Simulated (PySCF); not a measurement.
**Shifts of the heteroatoms**

Atom-mapped SMILES (the numbers label the heavy atoms): `[CH2:1]=[CH:2][N:3]([SiH3:4])[NH:5][C:6]([CH3:7])([CH3:8])[CH3:9]`. Each H is labelled by its parent atom. Ha(C1) is cis to N3; Hb(C1) is trans to N3.

Computed data (PySCF 2.14.0 with density-fitted response routines): PBE0/pcSseg-1 with gauge-including orbitals, coordinates at the GFN2-xTB level. Equivalent nuclei averaged, no solvent model, a single conformation, no relativistic terms.

(1) Predict the ²⁹Si NMR data.

(2) Predict the ¹⁵N NMR data.

Answers

(1) 
```csv
atoms,environment,σ (ppm),δ (ppm)
Si4,"silicon bonded to N, 3 H",394.1,-44.0
```

Shieldings were converted by a linear fit to measured shifts: ²⁹Si (scatter 8.9 ppm rms, 25.8 ppm with the 6 outliers that the fit left out vs TMS, solution or neat liquid). A few per cent of atoms miss by over 2 rms, more outside the fitted compound classes.

On a 300 MHz spectrometer ²⁹Si resonates near 59.6 MHz, so 1 ppm is 59.6 Hz.

(2) 
```tsv
atoms	environment	σ (ppm)	δ (ppm)
N5	nitrogen bonded to O or N	145.2	-281.8
N3	nitrogen bonded to O or N	163.7	-298.9
```

Shieldings were converted by a linear fit to measured shifts: ¹⁵N: δ = -148.07 − 0.921σ (rms 6.3 ppm, 71 shifts vs CH3NO2, solution or neat liquid). Occasional misses reach two or three times the rms, and more in compound classes unlike the fitted ones.

On a 300 MHz spectrometer ¹⁵N resonates near 30.4 MHz, so 1 ppm is 30.4 Hz.
